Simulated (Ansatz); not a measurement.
`[CH3][Y]([OH])[OH]` and `[NH2][Y]([OH])[OH]` differ in one atom or group.

Ansatz, PBE0-D4/def2-TZVP geometries, multiplicity 1. Each molecule was computed in one conformer, which needn't be the lowest.

Elements past krypton have def2 core potentials.

```csv
property,`[CH3][Y]([OH])[OH]`
size of the dipole moment (ωB97M-V/def2-TZVPP) / D,2.47
"ideal-gas entropy at 298 K and 1 bar (rigid rotor, harmonic PBE0-D4/def2-TZVP) / J/(mol·K)",389
LUMO energy (ωB97M-V/def2-TZVPP) / eV,-0.30
HOMO–LUMO gap (PBE0/def2-TZVPP) / eV,4.74
zero-point energy (PBE0-D4/def2-TZVP) / kJ/mol,151.8
LUMO energy (B3LYP/def2-TZVPP) / eV,-1.85
```

**Question.** What does the change do to each property? (An estimate is asked.)

**Answer.** Ansatz gave: 
```csv
property,`[NH2][Y]([OH])[OH]`,shift
size of the dipole moment (ωB97M-V/def2-TZVPP) / D,0.77,-1.70
"ideal-gas entropy at 298 K and 1 bar (rigid rotor, harmonic PBE0-D4/def2-TZVP) / J/(mol·K)",356,-33
LUMO energy (ωB97M-V/def2-TZVPP) / eV,-0.06,0.24
HOMO–LUMO gap (PBE0/def2-TZVPP) / eV,5.22,0.48
zero-point energy (PBE0-D4/def2-TZVP) / kJ/mol,128.8,-23.0
LUMO energy (B3LYP/def2-TZVPP) / eV,-1.61,0.24
```

With PBE0 the HOMO falls by 0.25 eV and the LUMO rises by 0.23 eV, so the gap widens by about 0.48 eV. PBE moves the HOMO by -0.19 eV and ωB97M-V by -0.33 eV. The zero-point energy changes by -23.0 kJ/mol with -3 modes. Dipoles are sizes alone; their direction can turn. Modes under 60 cm⁻¹, often nearly free rotors, make the harmonic entropy too high.

B3LYP here is the variant with VWN-RPA as its local correlation; programs differ in this.
